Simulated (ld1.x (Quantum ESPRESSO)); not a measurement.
PBE TM dataset for carbon, non-relativistic all-electron reference.

* Element: carbon
* Generator: ld1.x (Quantum ESPRESSO) 7.5
* Type: norm-conserving Troullier–Martins (Kleinman–Bylander form)
* Functional: PBE
* Relativity: non-relativistic
* Frozen core: [He]
* Valence charge: 4
* Reference configuration: 2s1.5 2p2.5
* Partial waves: 2s (bound): rc 1.00 bohr; 2p (bound): rc 3.25 bohr
* Local potential: all-electron potential smoothed inside 0.95 bohr (lloc = -1)
* Core correction: a·sin(br)/r model core inside 0.50 bohr

All-electron outer shells of the reference configuration (PBE, non-relativistic, ld1.x):

| shell | level (eV) | outermost node (bohr) | outermost maximum (bohr) |
| --- | --- | --- | --- |
| 2s | -13.97 | 0.38 | 1.22 |
| 2p | -5.51 | – | 1.20 |

Question: Estimate the cutoffs (Ry, on a coarse ladder) from which the occupation-weighted sum of valence levels, in a spherical-Bessel basis at the reference potential, stays within 10 and 1 mRy of its value at 400 Ry.

Answer: 35 Ry and 90 Ry.

Question: What does a ghost test show?

Answer: No extra level below or beside the all-electron valence levels (s, p, d, f tested).

Question: Which valence shell sets the plane-wave cutoff?

Answer: 2s: its level needs 80 Ry to come within 1 mRy, against 15 Ry for 2p.

Question: Tests: 2s2 2p2; 2s2 2p1; 2s2 2p0; 2s2 2p1.5; 2s2 2p2.3; 2s1 2p0; 2s1 2p3. Which has the largest error in its energy relative to the reference configuration, and how large is it?

Answer: 2s1 2p0, with +3356 meV (all-electron minus pseudo) on +78.97 eV.
